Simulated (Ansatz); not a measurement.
`F[SiH](Cl)N[SiH3]` + `CNCN` → `CN([SiH3])CN` + `N[SiH](F)Cl`  (ligand exchange at the Si–N bond)

Gas-phase electronic energies from Ansatz, PBE0-D4/def2-TZVP geometries. CCSD(T)/CBS is the MP2 limit (def2-TZVPP, def2-QZVPP) plus CCSD(T) − MP2 in def2-TZVPP, frozen cores. DFT in def2-TZVPP. B3LYP here is the variant with VWN-RPA as its local correlation; programs differ in this. Each species was taken in one conformer, which may not be the lowest.

`F[SiH](Cl)N[SiH3]`:

Z-matrix (Å, degrees):
```
Si
Cl 1 2.041
N 1 1.695 2 109.2
F 1 1.591 2 105.7 3 -121.5
H 1 1.470 2 111.1 3 122.6
Si 3 1.736 1 127.7 2 151.6
H 3 1.011 1 115.7 2 -32.4
H 6 1.486 3 111.6 1 114.7
H 6 1.486 3 110.8 1 -124.6
H 6 1.483 3 106.5 1 -4.9
```

`CNCN`:

Z-matrix (Å, degrees):
```
C
N 1 1.446
H 1 1.093 2 110.0
H 1 1.091 2 109.9 3 117.6
H 1 1.104 2 113.8 3 -120.8
C 2 1.453 1 114.0 3 66.7
H 2 1.012 1 110.1 3 -169.9
N 6 1.440 2 114.7 1 -75.2
H 6 1.094 2 107.1 1 164.3
H 6 1.103 2 112.1 1 47.0
H 8 1.013 6 109.8 2 -48.2
H 8 1.011 6 111.4 2 71.0
```

`CN([SiH3])CN`:

```xyz
15

C     0.631   -1.356    0.008
N     0.212    0.018   -0.141
Si    1.039    1.067   -1.223
C    -1.159    0.282    0.260
N    -1.443    0.171    1.668
H     1.675   -1.472   -0.293
H     0.028   -2.047   -0.600
H     0.562   -1.681    1.052
H     2.502    0.887   -1.026
H     0.626    2.460   -0.906
H     0.763    0.835   -2.675
H    -1.848   -0.397   -0.263
H    -1.410    1.298   -0.058
H    -0.788    0.722    2.209
H    -1.386   -0.786    1.990
```

`N[SiH](F)Cl`:

```xyz
7

N     0.624   -0.217   -0.845
Si   -0.250    0.147    0.550
F    -0.968   -1.105    1.226
Cl   -1.744    1.435    0.035
H     0.184   -0.315   -1.744
H     1.524   -0.666   -0.803
H     0.630    0.721    1.581
```

Problem. Is it downhill or uphill in electronic energy at CCSD(T)/CBS, and by how much? (An estimate is asked.)

Solution. The calculation gave: Uphill: ΔE = +9.1 kJ/mol.

Problem. What do these levels give: PBE0-D4, r2SCANh-D4, B3LYP, r2SCAN0, HF/def2-QZVPP, MP2/def2-QZVPP? (An estimate is asked.)

Solution. Computed: PBE0-D4 7.2, r2SCANh-D4 7.9, B3LYP 10.3, r2SCAN0 8.9, HF/def2-QZVPP 16.2, MP2/def2-QZVPP 6.7 kJ/mol.

Problem. What do rigid-rotor, harmonic-oscillator terms from PBE0-D4/def2-TZVP frequencies (298.15 K, 1 bar) make of the CCSD(T)/CBS value? (Best estimate.)

Solution. Computed: ΔZPE = -3.6 kJ/mol, ΔH = +6.4 kJ/mol, ΔS = 0 J/(mol·K), ΔG = +6.5 kJ/mol. Modes under 50 cm⁻¹ make the entropy rough.

Largest T1 diagnostic among the species: 0.011.

The D4 term adds −3.5 kJ/mol with B3LYP and −2.0 kJ/mol with PBE0; it sums over pairs of atoms, weighted by their polarisabilities, and B3LYP, whose exchange is more repulsive, gets the larger term. In def2-TZVPP, CCSD(T) changes the Hartree–Fock value by −6.9 kJ/mol (the triples alone add −1.1 kJ/mol) and MP2 by −9.3 kJ/mol.
